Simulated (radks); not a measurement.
Species: neutral niobium. Configuration: [Kr] 4d4 5s1 (the NIST ground configuration). Method: scalar-relativistic Kohn-Sham, PBE, spin-polarised, spherical densities, point nucleus; open shells are filled with parallel spins first (spin-orbit coupling, left out, can overturn this in heavy ions); computed with a radial shooting solver on a logarithmic mesh with Libxc functionals.

Normalised radial functions P(r) = r R(r), r in bohr:

```
   r/bohr * 4s up, o 4p down (the largest magnitude, 1.07, reaches the edge; | marks zero, & curves that meet)
 0.001221                             o*
 0.001628                             o*
 0.002189                             o *
 0.002919                             o *
 0.003925                             o  *
 0.005235                             o  *
 0.007038                             o   *
 0.009387                             |o   *
  0.01262                             |o   *
  0.01683                             | o   *
  0.02263                             |  o *
  0.03019                             |   &
  0.04058                             |*   o
  0.05413                           * |      o
  0.07277                       *     |       o
  0.09706                    *        |       o
   0.1305                     *       |    o
   0.1741                           *o|
    0.234                    o        |       *
   0.3121                o            |             *
   0.4196                   o         |          *
   0.5597                          *  |o
   0.7465          *                  |              o
    1.004  *                          |                       o
    1.339      *                      |                      o
      1.8                 *           |              o
      2.4                         *   |      o
    3.227                            *| o
    4.304                             &
    5.787                             &
    7.718                             &
    10.38                             &
```

4s up: eigenvalue -58.685 eV, 3 radial nodes at r = 0.0458, 0.185, 0.531 bohr, <r> = 1.16 bohr, 90 % of the charge inside 1.70 bohr. 4p down: eigenvalue -32.715 eV, 2 radial nodes at r = 0.165, 0.543 bohr, <r> = 1.30 bohr, 90 % of the charge inside 1.93 bohr.
